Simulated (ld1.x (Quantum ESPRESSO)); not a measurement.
**Before and after: PAW potential for silver (Ag)**

- Element: Ag (Z = 47)
- Generator: ld1.x (Quantum ESPRESSO) 7.5
- Type: PAW
- Functional: PBEsol
- Relativity: scalar-relativistic
- Frozen core: [Ar] 3d10
- Valence charge: 19
- Reference configuration: 4s2 4p6 4d9 5s2 5p0
- Partial waves: 4s (bound): rcut 1.60, rcutus 1.75 bohr; 5s (bound): rcut 1.60, rcutus 1.75 bohr; 4p (bound): rcut 1.35, rcutus 1.70 bohr; 5p (bound, empty): rcut 1.35, rcutus 1.70 bohr; 4d (bound): rcut 1.80, rcutus 2.00 bohr; 4d channel at -0.15 Ry: rcut 1.80, rcutus 2.00 bohr
- Local potential: all-electron potential smoothed inside 1.70 bohr (lloc = -2)
- Core correction: a·sin(br)/r model core, default radius (ld1.x builds one for every PAW set, though the input has nlcc=.false.)
- Augmentation charge: BESSEL, radius 1.55 bohr

Change: core [Kr], valence charge 11; reference 4d10 5s1 5p0; waves now 5s (bound): rcut 2.20, rcutus 2.75 bohr; 5s channel at 1 Ry: rcut 2.20, rcutus 2.75 bohr; 5p (bound): rcut 2.25, rcutus 2.50 bohr; 5p channel at 0.65 Ry: rcut 2.25, rcutus 2.50 bohr; 4d (bound): rcut 1.65, rcutus 1.95 bohr; 4d channel at -0.15 Ry: rcut 1.65, rcutus 1.95 bohr; local potential all-electron potential smoothed inside 1.45 bohr (lloc = -1); core correction Bessel-smoothed model core, default radius (core density twice the valence density); augmentation BESSEL, radius 1.35 bohr.

Cutoffs: the cutoffs (Ry, on a coarse ladder) from which the occupation-weighted sum of valence levels, in a spherical-Bessel basis at the reference potential, stays within 10 and 1 mRy of its value at 400 Ry; they do not see the model core or the augmentation charge, which bear on the density cutoff. Errors are all-electron minus pseudo energies relative to the spin-unpolarised reference configuration.

Problem. What does the change do?

Solution. The potential gets softer (40 Ry and 70 Ry → 30 Ry and 50 Ry); a bound ghost appears in p, s, which as a rule spoils a file; the number of tests that count goes from 6 to 7. The shells moved into the core no longer need plane waves of their own. Several settings change at once here, so the effects cannot be laid on one of them.

| quantity | base | changed |
| --- | --- | --- |
| cutoff, loose | 40 Ry | 30 Ry |
| cutoff, tight | 70 Ry | 50 Ry |
| bound ghosts | none | s, p |
| tests counted (converged, no solver errors) | 6 of 7 | 7 of 7 |
| lowest overlap eigenvalue by channel | s 0.08, p 0.08, d 1.00 | s 0.14, p 0.52, d 1.00 |

Base: Tests not counted: 4s2 4p6 4d7 5s0 5p0 (solver errors, printed error -2639 eV). A true bound ghost makes a file unfit for plane-wave use even where its test errors are small: the radial tests pick states by their node count and pass the ghost by.
